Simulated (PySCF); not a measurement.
**Electron correlation in Xe⁺ (xenon, charge +1)**

[Kr] 4d10 5s2 5p5, 2P determinant. Calculation: PySCF 2.14, in x2c-QZVPPall (13s9p7d4f1g, 112 functions); the spin-free X2C one-electron Hamiltonian (Gaussian nucleus). Frozen: [Kr] 4d10; 7 electrons correlated.

```csv
level,correlation energy (mhartree)
CCSD,-151.13
(T),-4.81
CCSD(T),-155.94
```

Diagnostics: T1 = 0.0065, D1 = 0.0194, largest double amplitude 0.043.

Problem. Is a single reference adequate?

Solution. Yes, within this model without spin-orbit coupling: T1 lies below 0.03 and no double amplitude reaches 0.07.
